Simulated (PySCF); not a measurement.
**Se³²⁺: ionisation energy**

Se³²⁺ 1s2 (1S) → Se³³⁺ 1s1 (2S), as a difference of total energies. All numbers are calculated (PySCF 2.14, the spin-free X2C one-electron Hamiltonian (Gaussian nucleus), in an uncontracted even-tempered set (17 s from 45 bohr⁻², ratio 2.2; 7 p from 68 bohr⁻², ratio 2.4; 4 d from 200 bohr⁻², ratio 2.4; 3 f from 310 bohr⁻², ratio 2.4; 3 g from 460 bohr⁻², ratio 2.4)). Correlated levels: nothing frozen; virtual orbitals above 40 to 60 times the deepest correlated orbital energy dropped. The calculations carry no spin-orbit coupling.

| method | ionisation energy (eV) | difference from reference (eV) |
| --- | --- | --- |
| UHF | 15382.1 | +14.6 |
| LDA | 15346.9 | -20.6 |
| PBE | 15378.8 | +11.3 |
| PBE0 | 15379.9 | +12.4 |
| r2SCAN | 15384.1 | +16.6 |
| M06-L | 15388.0 | +20.5 |
| MP2 (all electrons) | 15383.5 | +16.0 |
| SCS-MP2 (all electrons) | 15383.8 | +16.3 |

Reference: 15367.5 eV (theoretical estimate listed by NIST; NIST Atomic Spectra Database, ionization energies).

For this ion Breit and QED terms and the two-electron picture change, all absent here, outweigh the differences among the correlated methods.
